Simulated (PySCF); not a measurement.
Species: 3-methoxybenzenethiol, C₇H₈OS.
SMILES with atom numbers: `[CH3:1][O:2][c:3]1[cH:4][cH:5][cH:6][c:7]([SH:8])[cH:9]1` (hydrogens: H10, H11, H12 on C1; H13 on C4; H14 on C5; H15 on C6; H16 on S8; H17 on C9)

Cartesian coordinates in Å at the GFN2-xTB level; atoms count from 1:
```
atom  x, y, z in Å
C1    -2.5978   -1.1260    0.5143
O2    -1.3920   -1.3179   -0.1852
C3    -0.4098   -0.3842   -0.0587
C4    -0.5014    0.7780    0.6991
C5     0.5741    1.6516    0.7450
C6     1.7364    1.3910    0.0502
C7     1.8252    0.2275   -0.7072
S8     3.3267   -0.0873   -1.5861
C9     0.7630   -0.6550   -0.7635
H10   -3.0996   -0.2029    0.2074
H11   -2.4353   -1.1094    1.5970
H12   -3.2248   -1.9784    0.2573
H13   -1.3949    1.0136    1.2541
H14    0.4968    2.5519    1.3360
H15    2.5721    2.0715    0.0879
H16    2.9433   -1.2480   -2.1142
H17    0.8112   -1.5641   -1.3432
```

Method: TDDFT PBE0/def2-SVPD, vertical, gas phase, core orbitals frozen in the response in PySCF 2.14.0, density-fitted response routines.

Ground-to-excited transition dipoles (e·a0, same axes as the geometry; the sign carries no meaning), for the states with f of 0.002 or more among the lowest 6:

```tsv
state	E (eV)	μx	μy	μz
S1	4.861	-0.531	0.029	0.260
S3	5.392	-0.708	0.119	0.395
S4	5.854	0.415	-0.814	-0.682
S6	5.934	-0.117	0.145	-0.292
```

Q: Work out the oscillator strengths.

A: f = (2/3) ΔE |μ|² with ΔE in hartree (27.2114 eV).

```csv
state,|μ|² (au),|μ| (D),f
S1,0.350,1.50,0.042
S3,0.672,2.08,0.089
S4,1.301,2.90,0.187
S6,0.120,0.88,0.017
```

Q: Which bond between heavy atoms lies closest to the direction of the S4 transition dipole?

A: C3–C4 and C6–C7, at 19° from it; next C3–C9 and C5–C6 at 42°.

Q: What angle do the transition dipoles of S1 and S4 make?

A: |cos θ| = |μa·μb| / (|μa| |μb|) = 0.62, so θ ≈ 51° (taken between 0 and 90°, since the signs are arbitrary).

Q: What peak molar absorption coefficient would the strongest computed level give as a lone Gaussian band 0.4 eV wide at half height?

A: ε(max) = 2.175×10⁸ f / FWHM, with the width in cm⁻¹. S4: 2.175×10⁸ × 0.1865 / 3226 ≈ 13000 L mol⁻¹ cm⁻¹.

One conformer stands for the species.
